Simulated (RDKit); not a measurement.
Input for RDKit: MMFF94 on C2H6OSi (SMILES CO[Si]C), a point of a torsion scan.

```python
from rdkit import Chem
from rdkit.Chem import AllChem, rdDetermineBonds

blocks = [
'''10

C     1.90029309   -0.33175846   -0.05339885
O     1.13853069    0.81704515   -0.18493566
Si    1.54934198    2.27972056   -0.82617413
C    -0.15206683    3.10153551   -0.53375812
H     2.97143285   -0.11639259   -0.10840923
H     1.64555561   -1.03951921   -0.84826479
H     1.67905089   -0.79335688    0.91201117
H    -0.88691077    2.41721876   -0.10954821
H    -0.55170789    3.49189348   -1.46849265
H    -0.05345820    3.95169001    0.13973444
''',
]
mol = None
for b in blocks:
    f = Chem.MolFromXYZBlock(b)
    rdDetermineBonds.DetermineBonds(f, charge=0)
    mol = f if mol is None else Chem.CombineMols(mol, f)
Chem.SanitizeMol(mol)
print(Chem.MolToSmiles(Chem.RemoveHs(mol)))
ff = AllChem.MMFFGetMoleculeForceField(mol, AllChem.MMFFGetMoleculeProperties(mol), nonBondedThresh=100.0, ignoreInterfragInteractions=False)
e = ff.CalcEnergy()
print(f'MMFF94 energy {e:.6f} kcal/mol')
```

It printed:

```
C/[O+]=[Si-]/C
MMFF94 energy 11.011149 kcal/mol
```

The run finished.

Cost: very roughly 0.03 core-seconds.
